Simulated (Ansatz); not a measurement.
The cluster Pt₂H₄, relaxed as a triplet with UKS B3LYP-D4/def2-TZVP in Ansatz, starting from the B3LYP-D4/def2-TZVP geometry of the neutral singlet. Force threshold 0.02 eV/Å.

In the def2 sets Pt takes a core potential; there is no spin–orbit coupling. At B3LYP-D4/def2-TZVP a singlet of charge 0 lies 1.07 eV below the triplet, each at its own geometry. The structure comes from a short search, and lower isomers may exist.

Start:

Cartesian coordinates in Å:
```
Pt -1.1178 -0.5624 0.3278
Pt 1.1154 0.5614 -0.3310
H -0.9042 -1.9303 -0.2930
H 1.6652 1.4458 -1.4706
H -1.6642 -1.4424 1.4725
H 0.9056 1.9278 0.2943
```

```csv
step,energy (eV),largest force component (eV/Å),SCF passes
1,-6560.5175,1.794,123
2,-6561.1178,1.013,60
3,-6561.4689,0.898,49
4,-6561.6695,0.567,47
5,-6561.7816,0.454,45
6,-6561.8497,0.346,43
7,-6561.8761,0.260,46
8,-6561.9248,0.187,46
9,-6561.9557,0.102,50
10,-6561.9695,0.194,48
11,-6561.9776,0.167,48
12,-6561.9786,0.120,44
13,-6561.9806,0.011,47
```

Force components are those of the run's own axes.

End:

```csv
atom,x (Å),y (Å),z (Å)
Pt1,-1.410,-0.777,0.123
Pt2,0.868,0.332,-0.110
H3,0.002,-1.383,-0.599
H4,0.902,1.074,-1.440
H5,-1.766,-0.966,1.656
H6,1.404,1.720,0.370
```

Bonds formed: Pt2–H3 (atoms count from 1).

No frequencies were taken in this run, so the end may be a saddle point.

Run time 29 s (4 threads of Arm Neoverse V2 on a shared host).
